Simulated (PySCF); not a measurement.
# How the method changes the shape and vibrations of Al2H2O2

Calculated results; nothing here was measured. The program is PySCF 2.14.0, an open-source quantum chemistry code, run on an isolated molecule that a program drew, which may never have been made. The molecule is Al2H2O2 (charge 0, singlet), drawn as the SMILES string `[O]=[Al][AlH][OH]`.

The geometry was optimised and harmonic frequencies were computed with HF and MP2, all in the cc-pV(D+d)Z basis, for the commonest isotopes, with a restricted reference for singlets and an unrestricted one otherwise, and a frozen core in MP2. Each result is a local minimum of its method.

Geometry at the HF minimum:
```xyz
6
Al2H2O2, angstrom
O    -0.3778    2.0171    2.4644
Al   -0.6062    1.1440    1.1731
Al   -0.9903   -0.3302   -0.9395
O    -1.3677   -1.9513   -0.7385
H    -0.8827    0.2397   -2.3942
H    -1.4856   -2.5146    0.0067
```

Lengths of the bonds as drawn, in Å (atoms numbered as above):
| bond | HF | MP2 |
|---|---|---|
| O1-Al2 | 1.575 | 1.635 |
| Al2-Al3 | 2.605 | 2.596 |
| Al3-O4 | 1.676 | 1.706 |
| Al3-H5 | 1.566 | 1.569 |
| O4-H6 | 0.942 | 0.964 |

Rotational constants, in GHz:
| constant | HF | MP2 |
|---|---|---|
| A | 20.26 | 20.1 |
| B | 1.617 | 1.583 |
| C | 1.498 | 1.467 |

Harmonic frequencies in cm^-1, each column in rising order, so a row needn't be the same motion in every method:
| rank | HF | MP2 |
|---|---|---|
| 1 | 105 | 90 |
| 2 | 147 | 120 |
| 3 | 209 | 185 |
| 4 | 325 | 316 |
| 5 | 374 | 358 |
| 6 | 494 | 500 |
| 7 | 524 | 576 |
| 8 | 694 | 678 |
| 9 | 903 | 857 |
| 10 | 1197 | ? |
| 11 | 2044 | 2009 |
| 12 | 4240 | 3934 |

**Estimate the missing MP2 frequency from the HF column.**

A single factor s that minimises the squared misfit of MP2 against s times HF over the other rows is sum(HF x MP2) / sum(HF^2) = 0.9419, with an rms misfit of 43 cm^-1. For rank 10 it gives 0.9419 x 1197 = 1127 cm^-1. The calculation gives 1018 cm^-1, 109 cm^-1 below the estimate. The drawn bonds are on average 1.6 % longer in MP2 than in HF.
